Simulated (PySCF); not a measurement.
SMILES Cc1ccpc(C#N)c1, C7H6NP

Geometry (Å), atoms numbered from 1 in this order:
```xyz
15

C    -1.9296   -1.0068    0.0771
C    -0.6896   -0.1678    0.0321
C    -0.8112    1.2212    0.0934
C     0.2500    2.0965    0.0659
P     1.9282    1.6695   -0.0482
C     1.7573   -0.0726   -0.1106
C     2.9488   -0.8208   -0.2107
N     3.9135   -1.4370   -0.2902
C     0.5530   -0.7699   -0.0683
H    -1.6904   -2.0645    0.0067
H    -2.5937   -0.7442   -0.7454
H    -2.4699   -0.8334    1.0072
H    -1.8110    1.6314    0.1675
H     0.0381    3.1576    0.1192
H     0.6022   -1.8513   -0.1177
```

Computed with PySCF 2.14.0, GIAO PBE/pcSseg-1 magnetisability, rotational g tensor and spin-rotation constants, non-relativistic, gas phase. Geometry: GFN2-xTB.

Task: Give the nuclear spin-rotation constants along the inertial axes (H = +C I·J) beside the isotropic shieldings.

Result: Rotational constants 2.2618, 1.1691, 0.7744 GHz. A star marks the isotopologue with that one atom substituted, in its own axes.
| atom | isotope | Caa (kHz) | Cbb (kHz) | Ccc (kHz) | mean (kHz) | σ (ppm) |
| --- | --- | --- | --- | --- | --- | --- |
| P5 | 31P | 6.321 | 3.203 | 0.842 | 3.455 | 66.1 |
| N8 | 14N | 0.210 | 0.226 | 0.174 | 0.203 | -59.8 |
| H10 | 1H | -0.215 | 0.028 | -0.090 | -0.092 | 29.4 |
| H11 | 1H | -0.123 | -0.127 | -0.011 | -0.087 | 28.8 |
| H12 | 1H | -0.131 | -0.128 | -0.008 | -0.089 | 28.8 |
| H13 | 1H | 0.231 | -0.105 | -0.077 | 0.017 | 23.7 |
| H14 | 1H | -0.174 | 0.136 | -0.082 | -0.040 | 22.5 |
| H15 | 1H | -0.205 | 0.131 | -0.081 | -0.052 | 23.5 |
| C1 | 13C* | 0.342 | 0.170 | 0.143 | 0.218 | 155.3 |
| C2 | 13C* | 1.039 | 0.530 | 0.082 | 0.551 | 38.4 |
| C3 | 13C* | 1.105 | 0.442 | 0.095 | 0.547 | 44.9 |
| C4 | 13C* | 0.857 | 0.712 | 0.085 | 0.551 | 20.9 |
| C6 | 13C* | 1.306 | 0.391 | 0.087 | 0.595 | 37.7 |
| C7 | 13C* | 0.193 | 0.442 | 0.362 | 0.332 | 57.3 |
| C9 | 13C* | 0.865 | 0.576 | 0.112 | 0.518 | 38.8 |

For the geometry as given, no vibrational averaging.
